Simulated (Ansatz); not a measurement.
## Worked example: GeH2Br2 → GeBr2 + H2

Species: GeH2Br2 `[Br][GeH2][Br]`, singlet; GeBr2 `[Br][Ge][Br]`, singlet; H2 (hydrogen), singlet. 

Shapes, held fixed at every level: PBE0-D4/def2-TZVP. Programs: Ansatz 0.2.0. The zero-point and thermal change to 298 K, harmonic and unscaled (PBE0-D4/def2-TZVP), is -8.9 kJ/mol.

At CCSD(T)/def2-TZVPP; 1 Eh = 2625.50 kJ/mol:

| species | energy (Eh) |
| --- | --- |
| GeH2Br2 | -7222.301184 |
| GeBr2 | -7221.099828 |
| H2 | -1.172332 |

Question: Work out ΔH(298 K) of the reaction at this level.

Answer: 
1. Products less reactants: (-7221.099828) + (-1.172332) − [(-7222.301184)] = 0.029024 Eh = +76.2 kJ/mol.
2. With the thermal change: +76.2 + (-8.9) = +67.3 kJ/mol.

Other levels give +31.7 (PBE-D4/def2-TZVPP) to +71.8 kJ/mol (CCSD/def2-TZVPP). No measured value is set beside it here. Relativity is left out for Br, Ge. Outer-core shells of Br, Ge are correlated in most correlated rows, in sets that cover them unevenly.
